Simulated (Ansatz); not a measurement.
A nudged elastic band was laid between two geometries of AlF3H2O (7 atoms, charge 0, multiplicity 1).

These are results of RHF/def2-SVP in Ansatz, not measurements.

```
movable images  : 5
climbing image  : yes
spring          : 5.0 eV/Å²
optimiser       : quadratic models (default)
start path      : through a guess of the saddle point
force threshold : 0.05 eV/Å
iteration limit : 60
end points      : relaxed
```

Image 0:

```xyz
7
Properties=species:S:1:pos:R:3
Al 0.041 -0.021 0.118
F -0.038 0.611 1.644
F 1.445 0.203 -0.714
F -1.351 -0.097 -0.771
O 0.052 -1.886 0.661
H -0.596 -2.462 0.270
H 0.127 -2.071 1.590
```

Image 6:

```xyz
7
Properties=species:S:1:pos:R:3
Al -0.030 -0.404 -0.143
F 0.049 -0.044 1.796
F 1.400 0.167 -0.718
F -1.397 0.361 -0.643
O -0.127 -2.005 0.441
H -0.210 -2.854 0.048
H -0.005 -0.943 2.018
```

Problem. What changes between the two ends?

Solution. Bonds broken: O5–H7. Bonds formed: F2–H7.

Problem. Give the energies along the band, and the barrier.

Solution. The forces met the threshold. The highest image is number 4 of 0 to 6, 1.33 eV above the first end and 0.14 eV above the last; the last end lies 1.19 eV above the first. A vibrational analysis at the climbing image gives one clearly imaginary mode, 1001i cm⁻¹: a first-order saddle point. The orbitals stay closed-shell, which can raise the energy where a bond breaks towards radicals; this wasn't checked here.

| image | path coordinate (Å) | energy (eV) | O5–H7 (Å) | F2–H7 (Å) |
| --- | --- | --- | --- | --- |
| 0 | 0.00 | 0.00 | 0.95 | 2.69 |
| 1 | 0.38 | 0.02 | 0.95 | 2.41 |
| 2 | 0.76 | 0.14 | 0.96 | 1.98 |
| 3 | 1.14 | 0.63 | 1.01 | 1.50 |
| 4 | 1.52 | 1.33 | 1.31 | 1.07 |
| 5 | 1.86 | 1.22 | 1.65 | 0.95 |
| 6 | 2.20 | 1.19 | 1.90 | 0.93 |

Problem. What is the geometry of the highest image?

Solution. 
```xyz
7
Properties=species:S:1:pos:R:3
Al 0.021 -0.280 -0.092
F 0.026 -0.101 1.761
F 1.440 0.249 -0.720
F -1.388 0.263 -0.736
O -0.010 -1.925 0.575
H -0.383 -2.767 0.377
H -0.027 -1.160 1.633
```

Problem. What are the harmonic wavenumbers there?

Solution. 1001i, 147, 204, 241, 287, 295, 508, 691, 765, 903, 947, 1002, 1216, 2152, 4255 cm⁻¹.

The band took 14 iterations and of the order of 70 core-seconds.

Time of the run: 69 s on 1 thread of Arm Neoverse V2, on a shared host, peak memory 0.14 GiB.
